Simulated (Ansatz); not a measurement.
Abridged output of a molecular run in Ansatz:

```
Functional definition: HF
1366 factors; integrals over basis functions are off by at most 1.0e-3 eV
mean field evaluation 1: about -60663.7918 eV, gradient 3.9e1 eV
mean field evaluation 2: about -60663.9748 eV, gradient 3.9e1 eV
mean field evaluation 4: about -60667.6367 eV, gradient 5.0e0 eV
mean field evaluation 8: about -60667.7394 eV, gradient 5.0e-1 eV
mean field evaluation 16: about -60667.7415 eV, gradient 2.1e-6 eV
mean field -60667.74147358 eV, -2229.4983770821 hartree, gradient 2.1e-6 eV, S^2 0.000000; 0 other end points of the search recorded, 0 dependent functions left out
12 core orbitals not correlated: weight in the atoms' cores, before any rotation towards them, 1.000 or more for the frozen orbitals, at most 0.000 for the correlated occupied ones
reference -60667.74147358 eV, -2229.4983770821 hartree; 17, 17 occupied and 196, 196 virtual orbitals, 1366 factors
second order -22.45491637 eV of doubles, -0.00000000 eV of singles
cycle   1  -22.40887663 eV  change    4.6e-2 eV  update   1.2e-1
cycle   2  -23.10173303 eV  change   -6.9e-1 eV  update   3.9e-2
cycle   3  -23.25862764 eV  change   -1.6e-1 eV  update   2.1e-2
cycle   4  -23.24296090 eV  change    1.6e-2 eV  update   5.4e-3
cycle   5  -23.24113121 eV  change    1.8e-3 eV  update   2.6e-3
cycle   6  -23.24223546 eV  change   -1.1e-3 eV  update   8.0e-4
cycle   7  -23.24192164 eV  change    3.1e-4 eV  update   3.5e-4
cycle   8  -23.24185798 eV  change    6.4e-5 eV  update   1.1e-4
cycle   9  -23.24190504 eV  change   -4.7e-5 eV  update   4.4e-5
cycle  10  -23.24190658 eV  change   -1.5e-6 eV  update   1.6e-5
perturbative correction -0.94141075 eV, -0.0345962068 hartree
Total energy: -60691.92479091 eV, -2230.3870976018 hartree
```

Its atoms:

Cartesian coordinates in Å:
```
C -1.298 -0.647 -0.386
C -0.307 -0.257 0.673
O -0.472 -0.503 1.839
Ge 1.358 0.720 0.083
H -0.811 -1.287 -1.127
H -1.638 0.247 -0.917
H -2.149 -1.167 0.057
H 2.220 0.995 1.319
H 0.966 2.039 -0.607
H 2.131 -0.139 -0.934
```

Q: Which basis set was used?
A. cc-pV(Q+d)Z
B. def2-SVPD
C. def2-TZVPPD
D. def2-TZVPP

A: D. It gives 225 functions.

Q: Write the keys of the input that set method, charge and spin (a neutral closed shell needs none for the last two).

A: 
```yaml
correlation: {method: ccsd_t}
```
